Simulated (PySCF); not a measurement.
# Dipole response of Zn²⁺ (zinc, charge +2)

[Ar] 3d10, closed-shell 1S. Calculation: PySCF 2.14, in dyall-av2z (16s12p7d2f, 101 functions); no relativity, point nucleus. Coupled (time-dependent) response in atomic units; α is the mean over directions. A double-zeta set is small for polarisabilities.

| method | mean α (bohr³) | C₆ (like pair) | S(−4) |
| --- | --- | --- | --- |
| UHF | 2.125 | 5.328 | 1.786 |
| PBE | 2.755 | 7.159 | 3.923 |
| PBE0 | 2.540 | 6.534 | 3.052 |
| r2SCAN0 | 2.479 | 6.383 | 2.787 |
| PBEsol | 2.751 | 7.162 | 3.854 |

S(−4) is the Cauchy moment in α(ω) = α(0) + S(−4) ω² + …

α(iu) at UHF:

```json
{"u (hartree)": "0", "α(iu) (bohr³)": "2.125"}
{"u (hartree)": "0.0500", "α(iu) (bohr³)": "2.121"}
{"u (hartree)": "0.100", "α(iu) (bohr³)": "2.108"}
{"u (hartree)": "0.200", "α(iu) (bohr³)": "2.058"}
{"u (hartree)": "0.300", "α(iu) (bohr³)": "1.984"}
{"u (hartree)": "0.500", "α(iu) (bohr³)": "1.800"}
{"u (hartree)": "0.750", "α(iu) (bohr³)": "1.568"}
{"u (hartree)": "1.00", "α(iu) (bohr³)": "1.368"}
{"u (hartree)": "1.50", "α(iu) (bohr³)": "1.062"}
{"u (hartree)": "2.00", "α(iu) (bohr³)": "0.8448"}
{"u (hartree)": "3.00", "α(iu) (bohr³)": "0.5682"}
{"u (hartree)": "5.00", "α(iu) (bohr³)": "0.3150"}
```

A single London oscillator, α(iu) = α/(1 + u²/ω²), gives C₆ = (3/4) ω α². Matching the computed C₆ needs ω = 4 × 5.328 / (3 × 2.125²) = 1.57 hartree.

For an ion, C₆ is the dispersion term alone; charge-induced terms of lower order in 1/R come first.
